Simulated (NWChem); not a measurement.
# C3H4BrF; SMILES C/C=C(\F)Br

```xyz
9

C     -0.5008     2.8992     0.0000
C     -0.7615     1.4300     0.0000
C      0.1977     0.5067     0.0000
F      1.4875     0.8046     0.0000
Br    -0.1053    -1.3457     0.0000
H     -0.9513     3.3773    -0.8851
H      0.5748     3.1192     0.0000
H     -0.9513     3.3773     0.8851
H     -1.7929     1.0710     0.0000
```
Atoms are numbered in this order, from 1.

Level: PBE0/def2-SVP (NWChem), optimised geometry, unscaled harmonic frequencies. This build's default masses of Se (78.918 u) and Br (79.917 u) are each other's, which moves their modes by up to 0.6 %.

| frequency (cm⁻¹) | IR intensity (km/mol) |
|---|---|
| 146 | 0.0 |
| 198 | 1.2 |
| 212 | 1.2 |
| 344 | 3.6 |
| 372 | 2.0 |
| 554 | 0.1 |
| 748 | 19.8 |
| 830 | 18.7 |
| 995 | 58.5 |
| 1043 | 0.2 |
| 1072 | 79.7 |
| 1159 | 58.2 |
| 1330 | 59.4 |
| 1398 | 5.4 |
| 1456 | 10.2 |
| 1458 | 1.7 |
| 1779 | 82.1 |
| 3055 | 20.4 |
| 3131 | 7.1 |
| 3181 | 3.4 |
| 3232 | 3.3 |

```
Property                                                                           Result
-----------------------------------------------------------------------  ----------------
zero-point energy                                                           39.6 kcal/mol
thermal correction to the enthalpy at 298.15 K (with zero-point energy)     43.8 kcal/mol
heat capacity Cv                                                         18.8 cal/(mol K)
entropy at 298.15 K and 1 atm (symmetry number 1)                        78.5 cal/(mol K)
dipole moment                                                                      1.62 D
```

Rigid rotor and harmonic oscillator.
